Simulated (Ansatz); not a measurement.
Geometry optimisation, RKS PBE/def2-SVP (Ansatz).

Input file:

```yaml
crystal:
  periodic: [false, false, false]
  atoms:
    - { symbol: Ge, position_ang: [0.0, 0.0, 0.0] }
    - { symbol: C, position_ang: [0.0, 0.0, 1.96] }
    - { symbol: H, position_ang: [-0.9996, -0.3092, 2.3305] }
    - { symbol: H, position_ang: [0.7676, -0.7111, 2.3305] }
    - { symbol: H, position_ang: [0.232, 1.0203, 2.3305] }
    - { symbol: H, position_ang: [1.4616, 0.0, -0.5162] }
    - { symbol: H, position_ang: [-0.73, 1.2648, -0.5162] }
    - { symbol: H, position_ang: [-0.73, -1.2648, -0.5162] }
basis:
  gaussian: { orbitals: def2-SVP }
hamiltonian:
  xc: pbe
relax:
  f_tol: 0.02
  max_steps: 40
output:
  orbitals: {}
```

Launched with:

```bash
$ ansatz run input.yaml --threads 1 --pin off --max-ram 2048MiB --backend cpu --events-out ev --progress --plain --runs-dir out
```

Where does it end, and by what steps?

The forces met the threshold. The force dipped under the threshold on the way, but the program's further checks kept it going. After 6 steps the energy has fallen by 0.016 eV; H5 moved furthest, 0.20 Å.

```json
{"step": "0", "energy less start (eV)": "0.0000", "largest force component (eV/Å)": "0.132", "accepted": "yes"}
{"step": "1", "energy less start (eV)": "-0.0095", "largest force component (eV/Å)": "0.052", "accepted": "yes"}
{"step": "2", "energy less start (eV)": "-0.0117", "largest force component (eV/Å)": "0.017", "accepted": "yes"}
{"step": "3", "energy less start (eV)": "-0.0145", "largest force component (eV/Å)": "0.129", "accepted": "yes"}
{"step": "4", "energy less start (eV)": "-0.0120", "largest force component (eV/Å)": "0.240", "accepted": "no"}
{"step": "5", "energy less start (eV)": "-0.0163", "largest force component (eV/Å)": "0.022", "accepted": "yes"}
{"step": "6", "energy less start (eV)": "-0.0165", "largest force component (eV/Å)": "0.013", "accepted": "yes"}
```

```xyz
8
Properties=species:S:1:pos:R:3
Ge 0.000 0.000 0.000
C 0.000 0.000 1.969
H -1.033 -0.116 2.353
H 0.617 -0.836 2.353
H 0.416 0.952 2.353
H 1.449 0.138 -0.541
H -0.843 1.186 -0.542
H -0.605 -1.324 -0.542
```

Whether the end is a true minimum wasn't checked by a vibrational analysis.

Run time: 5.7 s on 1 thread of AMD EPYC 9R45 96-Core Processor (Zen 5), on a shared host, peak memory 0.16 GiB.
